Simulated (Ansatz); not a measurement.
Computed with Ansatz on PBE0-D4/def2-TZVP structures; ΔE is electronic, products minus reactants. CCSD(T)/CBS is the MP2 limit (def2-TZVPP, def2-QZVPP) plus CCSD(T) − MP2 in def2-TZVPP, frozen cores. This one scheme is used for every species. Functionals use def2-TZVPP. Open shells (•) are unrestricted, without spin–orbit coupling. For Ga outer-core shells are correlated without core-valence functions, which leaves a few kJ/mol of doubt a bond. Scalar relativity is left out up to krypton. One conformer a species, not always the lowest.

Reaction (homolysis of the Ga–O bond): `[OH][Ga]([F])[Cl]` → `[F][Ga][Cl]`• + `[OH]`•

`[OH][Ga]([F])[Cl]`:

Cartesian coordinates in Å:
```
O -1.308 -0.460 0.146
Ga 0.416 -0.105 0.105
F 1.478 -1.228 0.887
Cl 1.256 1.594 -0.833
H -1.841 0.200 -0.305
```

`[F][Ga][Cl]`•:

```xyz
3

F     1.351   -0.901   -0.191
Ga   -0.206   -0.440    0.482
Cl   -1.145    1.342   -0.291
```

`[OH]`•:

Z-matrix (Å, degrees):
```
O
H 1 0.973
```

CCSD(T)/CBS gives +453.1 kJ/mol.

Question: Another level gave +426.0 kJ/mol. Which?
A. CCSD(T)/def2-TZVPP
B. B97M-V/def2-TZVPP
C. revPBE-D4/def2-TZVPP
D. PBE0/def2-TZVPP

Answer: B. B97M-V 426.0, PBE0 415.7, CCSD(T)/def2-TZVPP 440.3, revPBE-D4 407.2 kJ/mol.

Largest T1 diagnostic among the species: 0.016.

At CCSD(T), def2-SVP lies −24.2 kJ/mol from the extrapolated value and def2-TZVPP −12.8 kJ/mol: correlation converges slowly with the basis, and small sets miss more of it in the bonded molecule than in its fragments. From r2SCAN to r2SCAN0 (25 % exact exchange), in def2-TZVPP and without D4, ΔE moves by −9.6 kJ/mol: exact exchange takes away binding that semilocal exchange gives to molecules.
